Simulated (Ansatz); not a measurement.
Consider the redistribution: `C[NH][Ti]([F])([F])[F]` + `FC(F)(F)COBCl` → `FC(F)(F)C[O][Ti]([F])([F])[F]` + `CNBCl`.

Gas-phase electronic energies from Ansatz, PBE0-D4/def2-TZVP geometries. CBS: MP2 limit from def2 TZ/QZ plus the TZ coupled-cluster correction, frozen cores. DFT in def2-TZVPP. B3LYP here is the variant with VWN-RPA as its local correlation; programs differ in this. For Ti outer-core shells are correlated without core-valence functions, which leaves a few kJ/mol of doubt a bond. Scalar relativity is left out up to krypton. One conformer a species, not always the lowest.

Question: Is it downhill or uphill in electronic energy at CCSD(T)/CBS, and by how much? (Best estimate.)

Answer: Ansatz gave: Downhill: ΔE = -0.60 eV.

Question: What do these levels give: LDA (SPW92), B3LYP-D4, CAM-B3LYP, MP2/def2-SVP, CCSD/def2-TZVPP, MP2/def2-QZVPP? (An estimate is asked.)

Answer: Computed: LDA (SPW92) -0.71, B3LYP-D4 -0.66, CAM-B3LYP -0.67, MP2/def2-SVP -0.76, CCSD/def2-TZVPP -0.64, MP2/def2-QZVPP -0.61 eV.

Largest T1 diagnostic among the species: 0.023, so the coupled-cluster value is less sure than usual.

In def2-TZVPP, CCSD(T) changes the Hartree–Fock value by +0.05 eV (the triples alone add +0.01 eV) and MP2 by +0.05 eV. Leaving LDA and LC-ωPBE aside and taking each functional with its dispersion term where it has one, the values, not all of them listed here, spread over 0.03 eV, from CAM-B3LYP-D4 to ωB97M-V. LDA lies −0.03 eV from PBE without D4. At CCSD(T), def2-SVP lies −0.12 eV from the extrapolated value and def2-TZVPP −0.03 eV.
